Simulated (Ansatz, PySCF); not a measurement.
Here is a job for PySCF.
```python
from pyscf import gto, scf, dft

mol = gto.Mole()
mol.atom = '''
    C    -0.012982    0.003921   -1.250229
    Si    0.006698   -0.002023    0.645100
    H    -0.011472   -1.007123   -1.648301
    H    -0.896506    0.506413   -1.634364
    H     0.856732    0.516187   -1.652539
    H     0.004136    1.376816    1.139467
    H    -1.179771   -0.700412    1.145246
    H     1.210993   -0.687083    1.120463
'''
mol.basis = 'cc-pvtz'
mol.charge = 0
mol.spin = 0
mol.verbose = 4
mol.build()

mf = dft.RKS(mol)
mf.xc = 'r2scan'
mf.grids.atom_grid = (99, 590)
mf.grids.prune = None
mf.kernel()
```

Problem. Give the equivalent Ansatz (a program for electronic structure) input.

Solution. Several could match; the one computed here: 
Ansatz 0.2 input:
```yaml
crystal:
  periodic: [false, false, false]
  atoms:
    - {symbol: C, position_ang: [-0.01298196, 0.00392095, -1.25022897]}
    - {symbol: Si, position_ang: [0.00669850, -0.00202315, 0.64510011]}
    - {symbol: H, position_ang: [-0.01147190, -1.00712268, -1.64830101]}
    - {symbol: H, position_ang: [-0.89650587, 0.50641306, -1.63436438]}
    - {symbol: H, position_ang: [0.85673226, 0.51618733, -1.65253877]}
    - {symbol: H, position_ang: [0.00413621, 1.37681588, 1.13946736]}
    - {symbol: H, position_ang: [-1.17977102, -0.70041180, 1.14524608]}
    - {symbol: H, position_ang: [1.21099302, -0.68708334, 1.12046299]}
basis:
  gaussian:
    orbitals: cc-pVTZ
hamiltonian:
  xc: r2scan
accuracy: high
```

Both were run: PySCF gave -331.173648 Eh and Ansatz -331.173640 Eh, 0.007 mEh apart.
